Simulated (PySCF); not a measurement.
C3H4FNSi, SMILES N#C/C=C\[SiH2]F.

Coordinates come from a ωB97X-D3(BJ)/def2-SVP optimisation. The structure was generated by enumeration; whether it is a known compound was not checked. One conformer was computed; it need not be the lowest.

Two levels are set side by side: TDA-PBE/def2-SVPD (PySCF) and TDA-CAM-B3LYP/def2-SVPD (PySCF). Vertical, same geometry. The lowest singlet is HOMO−1→LUMO 91 % with PBE and HOMO−1→LUMO 93 % with the other functional; states are paired by order. Differences are taken from unrounded values.

```
quantity                               TDA-CAM-B3LYP  TDA-PBE  TDA-PBE minus TDA-CAM-B3LYP
-------------------------------------  -------------  -------  ---------------------------
lowest singlet excitation (eV)                  6.17     5.37                        -0.80
lowest triplet excitation (TDA) (eV)            3.57     3.57                         0.00
first bright state (f over 0.05) (eV)           6.34     5.43                        -0.91
its oscillator strength                         0.35     0.08                        -0.27
```

Functionals without exact exchange tend to place singlet excitations lower, as here. Differences between two approximate levels are no errors against the true value.

Rough cost on one machine, each run with all the roots and properties that it gave: TDA-CAM-B3LYP against TDA-PBE about 5 times.
